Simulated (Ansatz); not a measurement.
Start from `BS[SiH](C)Cl` and change one atom or group to get `C[SiH](Cl)S[SiH2]Cl`.

Ansatz, PBE0-D4/def2-TZVP geometries, multiplicity 1. Each molecule was computed in one conformer, which needn't be the lowest.

```
                                          property  `BS[SiH](C)Cl`
               LUMO energy (B3LYP/def2-TZVPP) / eV           -1.80
             LUMO energy (ωB97M-V/def2-TZVPP) / eV            0.32
    size of the dipole moment (PBE/def2-TZVPP) / D            1.73
                 HOMO energy (PBE/def2-TZVPP) / eV           -7.18
             HOMO–LUMO gap (B3LYP/def2-TZVPP) / eV            6.28
size of the dipole moment (ωB97M-V/def2-TZVPP) / D            1.81
```

Q: Give the same properties after the change, and the shifts. (Best estimate.)

A: The calculation gave: 
```
                                          property  `C[SiH](Cl)S[SiH2]Cl`  shift
               LUMO energy (B3LYP/def2-TZVPP) / eV                  -0.39   1.41
             LUMO energy (ωB97M-V/def2-TZVPP) / eV                   1.60   1.28
    size of the dipole moment (PBE/def2-TZVPP) / D                   1.56  -0.17
                 HOMO energy (PBE/def2-TZVPP) / eV                  -6.69   0.49
             HOMO–LUMO gap (B3LYP/def2-TZVPP) / eV                   7.26   0.98
size of the dipole moment (ωB97M-V/def2-TZVPP) / D                   1.53  -0.28
```

With PBE0 the HOMO rises by 0.41 eV and the LUMO rises by 1.38 eV, so the gap widens by about 0.97 eV. PBE moves the HOMO by 0.49 eV and ωB97M-V by 0.40 eV. Dipoles are sizes alone; their direction can turn.

B3LYP here is the variant with VWN-RPA as its local correlation; programs differ in this.
